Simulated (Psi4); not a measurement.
CH₉GeNO₃Si (SMILES C[N]([GeH3])[Si](O)(O)O), singlet, at a GFN2-xTB geometry, atoms displaced at random by about 0.08 Å a coordinate; HF/STO-3G, gradient in Psi4 1.11.

Input for Psi4:
```
memory 2 GB

molecule {
0 1
  Si   -1.19337411   -0.01975321    0.02477621
  O    -0.71599501    1.35866440   -0.67215545
  O    -2.05712848    0.33944293    1.29619079
  O    -2.24316642   -0.67093260   -0.89480431
  N     0.22239150   -0.52341167    0.31445450
  C     0.27670030   -2.07209350    0.91410327
  Ge    1.67144660    0.27916565   -0.26824254
  H    -1.25167695    2.08773502   -1.23312656
  H    -1.73927777    0.87918505    2.13660337
  H    -2.95028889   -1.36501432   -0.57268462
  H    -0.15830256   -2.06632867    1.72238121
  H     1.16077023   -2.29412385    0.95428580
  H    -0.10475828   -2.70974353    0.00267859
  H     2.92642592   -0.62629557    0.21620979
  H     1.63538385    0.50840849   -1.65558283
  H     1.87007772    1.63759136    0.53270406
symmetry c1
no_reorient
no_com
}

set basis sto-3g

gradient('scf')
print_variables()
```

Output, abridged:

```
gradient() will perform analytic gradient computation.

   => Loading Basis Set <=

    Name: STO-3G
    Role: ORBITAL
    Keyword: BASIS

         ---------------------------------------------------------
                                   SCF
               by Justin Turney, Rob Parrish, Andy Simmonett
                          and Daniel G. A. Smith
                              RHF Reference
         ---------------------------------------------------------

  ==> Geometry <==

    Molecular point group: c1
    Full point group: C1

    Geometry (in Angstrom), charge = 0, multiplicity = 1:

       Center              X                  Y                   Z               Mass
    ------------   -----------------  -----------------  -----------------  -----------------
         SI          -1.193374110000    -0.019753210000     0.024776210000    27.976926534650
         O           -0.715995010000     1.358664400000    -0.672155450000    15.994914619570
         O           -2.057128480000     0.339442930000     1.296190790000    15.994914619570
         O           -2.243166420000    -0.670932600000    -0.894804310000    15.994914619570
         N            0.222391500000    -0.523411670000     0.314454500000    14.003074004430
         C            0.276700300000    -2.072093500000     0.914103270000    12.000000000000
         GE           1.671446600000     0.279165650000    -0.268242540000    73.921177761000
         H           -1.251676950000     2.087735020000    -1.233126560000     1.007825032230
         H           -1.739277770000     0.879185050000     2.136603370000     1.007825032230
         H           -2.950288890000    -1.365014320000    -0.572684620000     1.007825032230
         H           -0.158302560000    -2.066328670000     1.722381210000     1.007825032230
         H            1.160770230000    -2.294123850000     0.954285800000     1.007825032230
         H           -0.104758280000    -2.709743530000     0.002678590000     1.007825032230
         H            2.926425920000    -0.626295570000     0.216209790000     1.007825032230
         H            1.635383850000     0.508408490000    -1.655582830000     1.007825032230
         H            1.870077720000     1.637591360000     0.532704060000     1.007825032230

  Running in c1 symmetry.

  Rotational constants: A =      0.08481  B =      0.03385  C =      0.02908 [cm^-1]
  Rotational constants: A =   2542.60729  B =   1014.67556  C =    871.92768 [MHz]
  Nuclear repulsion =  730.586592720833551

  Charge       = 0
  Multiplicity = 1
  Electrons    = 92
  Nalpha       = 46
  Nbeta        = 46

  ==> Algorithm <==

  SCF Algorithm Type is DF.
  DIIS enabled.
  MOM disabled.
  Fractional occupation disabled.
  Guess Type is SAD.
  Energy threshold   = 1.00e-08
  Density threshold  = 1.00e-08
  Integral threshold = 1.00e-12

  ==> Primary Basis <==

  Basis Set: STO-3G
    Blend: STO-3G
    Number of shells: 37
    Number of basis functions: 61
    Number of Cartesian functions: 62
    Spherical Harmonics?: true
    Max angular momentum: 2

   => Loading Basis Set <=

    Name: (STO-3G AUX)
    Role: JKFIT
    Keyword: DF_BASIS_SCF

  ==> Integral Setup <==

  SCF_SUBTYPE=INCORE selected. In-core MEM_DF algorithm will be used.
  Using in-core AOs.

  ==> MemDFJK: Density-Fitted J/K Matrices <==

    J tasked:                   Yes
    K tasked:                   Yes
    wK tasked:                   No
    Algorithm:                 Core
    Schwarz Cutoff:           1E-12
    Mask sparsity (%):       6.0736
    Fitting Condition:        1E-10

   => Auxiliary Basis Set <=

  Basis Set: (STO-3G AUX)
    Blend: DEF2-UNIVERSAL-JKFIT
    Number of shells: 277
    Number of basis functions: 939
    Number of Cartesian functions: 1167
    Spherical Harmonics?: true
    Max angular momentum: 5

  Minimum eigenvalue in the overlap matrix is 1.6616298626E-01.
  Reciprocal condition number of the overlap matrix is 6.7873412008E-02.
    Using symmetric orthogonalization.

  ==> Pre-Iterations <==

  SCF Guess: Superposition of Atomic Densities via on-the-fly atomic UHF (no occupation information).

   -------------------------
    Irrep   Nso     Nmo
   -------------------------
     A         61      61
   -------------------------
    Total      61      61
   -------------------------

  ==> Iterations <==

                           Total Energy        Delta E     RMS |[F,P]|

   @DF-RHF iter SAD: -2648.78475601187029   -2.64878e+03   0.00000e+00
   @DF-RHF iter   1: -2654.72125072695280   -5.93649e+00   1.25971e-02 ADIIS/DIIS
   @DF-RHF iter   2: -2655.18373957921449   -4.62489e-01   1.76649e-03 ADIIS/DIIS
   @DF-RHF iter   3: -2655.19174366581638   -8.00409e-03   3.97634e-04 ADIIS/DIIS
   @DF-RHF iter   4: -2655.19234139624950   -5.97730e-04   1.09919e-04 ADIIS/DIIS
   @DF-RHF iter   5: -2655.19239292192015   -5.15257e-05   2.10848e-05 DIIS
   @DF-RHF iter   6: -2655.19239500462982   -2.08271e-06   6.45488e-06 DIIS
   @DF-RHF iter   7: -2655.19239521408144   -2.09452e-07   1.66745e-06 DIIS
   @DF-RHF iter   8: -2655.19239522571434   -1.16329e-08   4.61627e-07 DIIS
   @DF-RHF iter   9: -2655.19239522682437   -1.11004e-09   1.10799e-07 DIIS
   @DF-RHF iter  10: -2655.19239522690850   -8.41283e-11   2.64052e-08 DIIS
   @DF-RHF iter  11: -2655.19239522690941   -9.09495e-13   6.67226e-09 DIIS
  Energy and wave function converged.

  ==> Post-Iterations <==

    Orbital Energies [Eh]
    ---------------------

    Doubly Occupied:

[...]
      46A     -0.288476

    Virtual:

[...]
    Final Occupation by Irrep:
              A
    DOCC [    46 ]
    NA   [    46 ]
    NB   [    46 ]

  @DF-RHF Final Energy: -2655.19239522690941

   => Energetics <=

    Nuclear Repulsion Energy =            730.5865927208335506
    One-Electron Energy =               -5176.7701846881736856
    Two-Electron Energy =                1790.9911967404311781
    Total Energy =                      -2655.1923952269089568

Computation Completed

Properties will be evaluated at   0.000000,   0.000000,   0.000000 [a0]

Properties computed using the SCF density matrix

 Multipole Moments:

 ------------------------------------------------------------------------------------
     Multipole            Electronic (a.u.)      Nuclear  (a.u.)        Total (a.u.)
 ------------------------------------------------------------------------------------

 L = 1.  Multiply by 2.5417464519 to convert [e a0] to [Debye]
 Dipole X            :         -2.4014580            2.3697732           -0.0316849
 Dipole Y            :          5.4124825           -5.9920853           -0.5796028
 Dipole Z            :          1.3342500           -1.1598689            0.1743811
 Magnitude           :                                                    0.6060958

 ------------------------------------------------------------------------------------

         ------------------------------------------------------------
                                   SCF GRAD
                          Rob Parrish, Justin Turney,
                       Andy Simmonett, and Alex Sokolov
         ------------------------------------------------------------

  ==> Geometry <==

    Molecular point group: c1
    Full point group: C1

    Geometry (in Angstrom), charge = 0, multiplicity = 1:

       Center              X                  Y                   Z               Mass
    ------------   -----------------  -----------------  -----------------  -----------------
         SI          -1.193374110000    -0.019753210000     0.024776210000    27.976926534650
         O           -0.715995010000     1.358664400000    -0.672155450000    15.994914619570
         O           -2.057128480000     0.339442930000     1.296190790000    15.994914619570
         O           -2.243166420000    -0.670932600000    -0.894804310000    15.994914619570
         N            0.222391500000    -0.523411670000     0.314454500000    14.003074004430
         C            0.276700300000    -2.072093500000     0.914103270000    12.000000000000
         GE           1.671446600000     0.279165650000    -0.268242540000    73.921177761000
         H           -1.251676950000     2.087735020000    -1.233126560000     1.007825032230
         H           -1.739277770000     0.879185050000     2.136603370000     1.007825032230
         H           -2.950288890000    -1.365014320000    -0.572684620000     1.007825032230
         H           -0.158302560000    -2.066328670000     1.722381210000     1.007825032230
         H            1.160770230000    -2.294123850000     0.954285800000     1.007825032230
         H           -0.104758280000    -2.709743530000     0.002678590000     1.007825032230
         H            2.926425920000    -0.626295570000     0.216209790000     1.007825032230
         H            1.635383850000     0.508408490000    -1.655582830000     1.007825032230
         H            1.870077720000     1.637591360000     0.532704060000     1.007825032230

  Nuclear repulsion =  730.586592720833551

  ==> Basis Set <==

  Basis Set: STO-3G
    Blend: STO-3G
    Number of shells: 37
    Number of basis functions: 61
    Number of Cartesian functions: 62
    Spherical Harmonics?: true
    Max angular momentum: 2

  ==> DFJKGrad: Density-Fitted SCF Gradients <==

    Gradient:                    1
    J tasked:                  Yes
    K tasked:                  Yes
    wK tasked:                  No
    Integrals threads:           1
    Schwarz Cutoff:          1E-12
    Fitting Condition:       1E-10

   => Auxiliary Basis Set <=

  Basis Set: (STO-3G AUX)
    Blend: DEF2-UNIVERSAL-JKFIT
    Number of shells: 277
    Number of basis functions: 939
    Number of Cartesian functions: 1167
    Spherical Harmonics?: true
    Max angular momentum: 5

  -Total Gradient:
     Atom            X                  Y                   Z
    ------   -----------------  -----------------  -----------------
       1        0.084868833501    -0.111532312109    -0.007646071071
       2        0.011950587820    -0.093745429866     0.066227158855
       3        0.028221956163    -0.040730120546    -0.115213775154
       4        0.105054618680     0.100768398676     0.047334284351
       5       -0.142350418714     0.167389570558    -0.061314334207
       6        0.115417105935    -0.137848112842     0.336179316841
       7       -0.049349765890    -0.015914717187    -0.065504810661
       8       -0.031533663488     0.077355988336    -0.053367720114
       9        0.009989763074     0.043001048723     0.073241649380
      10       -0.056782592046    -0.053717638684     0.014695654722
      11        0.122171906065     0.016423508892    -0.202889532401
      12       -0.240850179613     0.059471714161    -0.027828013710
      13       -0.001633531283    -0.024212702935    -0.067814026856
      14        0.045477941798    -0.030890165839     0.024214523724
      15       -0.006569250731     0.001857370585     0.011379195163
      16        0.005916689035     0.042323600092     0.028306501209

  Variable Map:
  ----------------------------------------------------------------------------
[...]
  Array Variable Map:
  ----------------------------------------------------------------------------
[...]
[...]
```
